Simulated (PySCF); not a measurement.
F₂O₂W, singlet, geometry from GFN2-xTB (such geometries of metal compounds can be far from the true shape) (core potentials on W); DF-BLYP/def2-TZVP (PySCF).

The PySCF input:
```python
from pyscf import gto, scf, dft

mol = gto.M(
    atom='''
W     0.054870   -0.011695    0.018386
O     1.322296   -0.356872   -1.036446
O     0.493459   -0.030142    1.644881
F    -0.715267    1.598886   -0.415930
F    -1.349892   -1.158712   -0.276078
''',
    basis='def2-tzvp',
    ecp={'W': 'def2-tzvp'},
    charge=0,
    spin=0,
    verbose=4,
)

mf = dft.RKS(mol)
mf.xc = 'blyp'
mf.diis = False
mf.max_cycle = 100
mf = mf.density_fit(auxbasis='def2-universal-jkfit')
mf.kernel()
mf.analyze()
```

Task: What does PySCF print? Leave out banner, timings and long lists.

Result: 
```
PySCF version 2.14.0

[INPUT] verbose = 4
[INPUT] num. atoms = 5
[INPUT] num. electrons = 48
[INPUT] charge = 0
[INPUT] spin (= nelec alpha-beta = 2S) = 0
[INPUT] symmetry False subgroup None
[INPUT] Mole.unit = angstrom
[INPUT] Symbol           X                Y                Z      unit          X                Y                Z       unit  Magmom
[...]
nuclear repulsion = 222.760920503859
number of shells = 58
number of NR pGTOs = 250
number of NR cGTOs = 164
basis = def2-tzvp
ecp = {'W': 'def2-tzvp'}

******** <class 'pyscf.df.df_jk.DFRKS'> ********
method = DFRKS
initial guess = minao
damping factor = 0
level_shift factor = 0
DIIS disabled
SCF conv_tol = 1e-09
SCF conv_tol_grad = None
SCF max_cycles = 100
direct_scf = False
XC library pyscf.dft.libxc version 7.1.2
    S. Lehtola, C. Steigemann, M. J. T. Oliveira, and M. A. L. Marques,  SoftwareX 7, 1–5 (2018)
XC functionals = blyp
    A. D. Becke,  Phys. Rev. A 38, 3098 (1988)
    C. Lee, W. Yang, and R. G. Parr,  Phys. Rev. B 37, 785 (1988)
    B. Miehlich, A. Savin, H. Stoll, and H. Preuss,  Chem. Phys. Lett. 157, 200 (1989)
radial grids:
    Treutler-Ahlrichs [JCP 102, 346 (1995); DOI:10.1063/1.469408] (M4) radial grids

becke partition: Becke, JCP 88, 2547 (1988); DOI:10.1063/1.454033
pruning grids: <function nwchem_prune>
grids dens level: 3
symmetrized grids: False
atomic radii adjust function: <function treutler_atomic_radii_adjust>
small_rho_cutoff = 0
Set gradient conv threshold to 3.16228e-05
Initial guess from minao.
tot grids = 81000
init E= -396.984453483471
[...]
cycle= 1 E= -416.622377689352  delta_E= -19.6  |g|=  2.3  |ddm|= 8.65
[...]
cycle= 2 E= -402.244096165475  delta_E= 14.4  |g|= 7.18  |ddm|= 6.83
[...]
cycle= 3 E= -322.989735123756  delta_E= 79.3  |g|= 15.2  |ddm|= 27.2
[...]
cycle= 4 E= -346.25027332889  delta_E= -23.3  |g|=   14  |ddm|= 34.2
[...]
cycle= 5 E= -237.175880054373  delta_E=  109  |g|= 22.7  |ddm|= 26.3
[...]
cycle= 6 E= -319.545102446515  delta_E= -82.4  |g|= 19.2  |ddm|=   22
[...]
cycle= 7 E= -255.798556093404  delta_E= 63.7  |g|= 22.4  |ddm|= 20.3
[...]
cycle= 8 E= -295.747181143389  delta_E= -39.9  |g|= 22.6  |ddm|= 18.4
[...]
cycle= 9 E= -274.521622117118  delta_E= 21.2  |g|= 21.2  |ddm|= 18.1
[...]
cycle= 10 E= -271.86076401289  delta_E= 2.66  |g|=   24  |ddm|=   17
[...]
cycle= 11 E= -286.855885344181  delta_E=  -15  |g|= 20.1  |ddm|= 17.6

WARN: HOMO -2.21609028492088 == LUMO -2.21585117876256

cycle= 12 E= -253.828817949691  delta_E=   33  |g|= 25.6  |ddm|= 17.7
[...]
cycle= 13 E= -297.542853012182  delta_E= -43.7  |g|= 18.7  |ddm|= 20.3
[...]
cycle= 14 E= -240.172613870207  delta_E= 57.4  |g|= 25.9  |ddm|= 20.5
[...]
cycle= 15 E= -304.390454079542  delta_E= -64.2  |g|= 17.7  |ddm|=   22
[...]
cycle= 16 E= -232.835958051934  delta_E= 71.6  |g|= 26.2  |ddm|= 22.1
[...]
cycle= 17 E= -308.224629075199  delta_E= -75.4  |g|= 17.1  |ddm|= 22.6
[...]
cycle= 18 E= -227.681493814028  delta_E= 80.5  |g|= 26.5  |ddm|= 22.7
[...]
cycle= 19 E= -312.025686277031  delta_E= -84.3  |g|= 16.3  |ddm|= 22.9
[...]
cycle= 20 E= -223.08295591867  delta_E= 88.9  |g|= 26.5  |ddm|= 23.1
[...]
cycle= 21 E= -313.605555837656  delta_E= -90.5  |g|=   16  |ddm|= 23.2
[...]
cycle= 22 E= -220.846279851613  delta_E= 92.8  |g|= 26.5  |ddm|= 23.2
[...]
cycle= 23 E= -314.233307897866  delta_E= -93.4  |g|= 15.8  |ddm|= 23.3
[...]
cycle= 24 E= -219.994401059993  delta_E= 94.2  |g|= 26.4  |ddm|= 23.3
[...]
cycle= 25 E= -314.462859427167  delta_E= -94.5  |g|= 15.8  |ddm|= 23.3
[...]
cycle= 26 E= -219.694290059337  delta_E= 94.8  |g|= 26.4  |ddm|= 23.3
[...]
cycle= 27 E= -314.546170566533  delta_E= -94.9  |g|= 15.8  |ddm|= 23.3
[...]
cycle= 28 E= -219.592340946454  delta_E=   95  |g|= 26.4  |ddm|= 23.3
[...]
cycle= 29 E= -314.577494161387  delta_E=  -95  |g|= 15.8  |ddm|= 23.4
[...]
cycle= 30 E= -219.558448536291  delta_E=   95  |g|= 26.4  |ddm|= 23.4
[...]
cycle= 31 E= -314.590150888587  delta_E=  -95  |g|= 15.8  |ddm|= 23.4
[...]
[...]
[...]
cycle= 57 E= -314.604880656873  delta_E= -95.1  |g|= 15.8  |ddm|= 23.4
[...]
cycle= 58 E= -219.545445398414  delta_E= 95.1  |g|= 26.4  |ddm|= 23.4
[...]
cycle= 59 E= -314.604966407304  delta_E= -95.1  |g|= 15.8  |ddm|= 23.4
[...]
cycle= 60 E= -219.545488644259  delta_E= 95.1  |g|= 26.4  |ddm|= 23.4
[...]
cycle= 61 E= -314.605034718362  delta_E= -95.1  |g|= 15.8  |ddm|= 23.4
[...]
cycle= 62 E= -219.54552320735  delta_E= 95.1  |g|= 26.4  |ddm|= 23.4
[...]
cycle= 63 E= -314.605089209665  delta_E= -95.1  |g|= 15.8  |ddm|= 23.4
[...]
cycle= 64 E= -219.545550848217  delta_E= 95.1  |g|= 26.4  |ddm|= 23.4
[...]
cycle= 65 E= -314.605132723247  delta_E= -95.1  |g|= 15.8  |ddm|= 23.4
[...]
cycle= 66 E= -219.54557296466  delta_E= 95.1  |g|= 26.4  |ddm|= 23.4
[...]
cycle= 67 E= -314.605167500056  delta_E= -95.1  |g|= 15.8  |ddm|= 23.4
[...]
cycle= 68 E= -219.54559066839  delta_E= 95.1  |g|= 26.4  |ddm|= 23.4
[...]
cycle= 69 E= -314.605195313032  delta_E= -95.1  |g|= 15.8  |ddm|= 23.4
[...]
cycle= 70 E= -219.545604844765  delta_E= 95.1  |g|= 26.4  |ddm|= 23.4
[...]
cycle= 71 E= -314.605217568622  delta_E= -95.1  |g|= 15.8  |ddm|= 23.4
[...]
cycle= 72 E= -219.545616199779  delta_E= 95.1  |g|= 26.4  |ddm|= 23.4
[...]
cycle= 73 E= -314.60523538493  delta_E= -95.1  |g|= 15.8  |ddm|= 23.4
[...]
cycle= 74 E= -219.54562529702  delta_E= 95.1  |g|= 26.4  |ddm|= 23.4
[...]
cycle= 75 E= -314.605249652358  delta_E= -95.1  |g|= 15.8  |ddm|= 23.4
[...]
cycle= 76 E= -219.545632586756  delta_E= 95.1  |g|= 26.4  |ddm|= 23.4
[...]
cycle= 77 E= -314.605261080969  delta_E= -95.1  |g|= 15.8  |ddm|= 23.4
[...]
cycle= 78 E= -219.545638428981  delta_E= 95.1  |g|= 26.4  |ddm|= 23.4
[...]
cycle= 79 E= -314.605270237627  delta_E= -95.1  |g|= 15.8  |ddm|= 23.4
[...]
cycle= 80 E= -219.545643111675  delta_E= 95.1  |g|= 26.4  |ddm|= 23.4
[...]
cycle= 81 E= -314.605277575277  delta_E= -95.1  |g|= 15.8  |ddm|= 23.4
[...]
cycle= 82 E= -219.545646865343  delta_E= 95.1  |g|= 26.4  |ddm|= 23.4
[...]
cycle= 83 E= -314.605283456115  delta_E= -95.1  |g|= 15.8  |ddm|= 23.4
[...]
cycle= 84 E= -219.545649874543  delta_E= 95.1  |g|= 26.4  |ddm|= 23.4
[...]
cycle= 85 E= -314.605288169902  delta_E= -95.1  |g|= 15.8  |ddm|= 23.4
[...]
cycle= 86 E= -219.545652287057  delta_E= 95.1  |g|= 26.4  |ddm|= 23.4
[...]
cycle= 87 E= -314.605291948581  delta_E= -95.1  |g|= 15.8  |ddm|= 23.4
[...]
cycle= 88 E= -219.545654221301  delta_E= 95.1  |g|= 26.4  |ddm|= 23.4
[...]
cycle= 89 E= -314.605294977886  delta_E= -95.1  |g|= 15.8  |ddm|= 23.4
[...]
cycle= 90 E= -219.545655772159  delta_E= 95.1  |g|= 26.4  |ddm|= 23.4
[...]
cycle= 91 E= -314.605297406563  delta_E= -95.1  |g|= 15.8  |ddm|= 23.4
[...]
cycle= 92 E= -219.545657015664  delta_E= 95.1  |g|= 26.4  |ddm|= 23.4
[...]
cycle= 93 E= -314.605299353795  delta_E= -95.1  |g|= 15.8  |ddm|= 23.4
[...]
cycle= 94 E= -219.545658012743  delta_E= 95.1  |g|= 26.4  |ddm|= 23.4
[...]
cycle= 95 E= -314.605300915081  delta_E= -95.1  |g|= 15.8  |ddm|= 23.4
[...]
cycle= 96 E= -219.545658812252  delta_E= 95.1  |g|= 26.4  |ddm|= 23.4
[...]
cycle= 97 E= -314.605302166946  delta_E= -95.1  |g|= 15.8  |ddm|= 23.4
[...]
cycle= 98 E= -219.545659453338  delta_E= 95.1  |g|= 26.4  |ddm|= 23.4
[...]
cycle= 99 E= -314.605303170745  delta_E= -95.1  |g|= 15.8  |ddm|= 23.4
[...]
cycle= 100 E= -219.545659967432  delta_E= 95.1  |g|= 26.4  |ddm|= 23.4
SCF not converged.
SCF energy = -219.545659967432
**** SCF Summaries ****
Total Energy =                        -219.545659967431561
Nuclear Repulsion Energy =             222.760920503858642
One-electron Energy =                 -962.913282581247245
Two-electron Energy =                  520.606702109957041
Two-electron Coulomb Energy =          574.918193301981319
DFT Exchange-Correlation Energy =      -54.311491192024313
HOMO-LUMO gap [eV] =                     0.581346329810021
**** MO energy ****
[...]
Dipole moment(X, Y, Z, Debye): 200.53857, -64.30938, 69.82588
```

The run did not converge; its last values are not results.
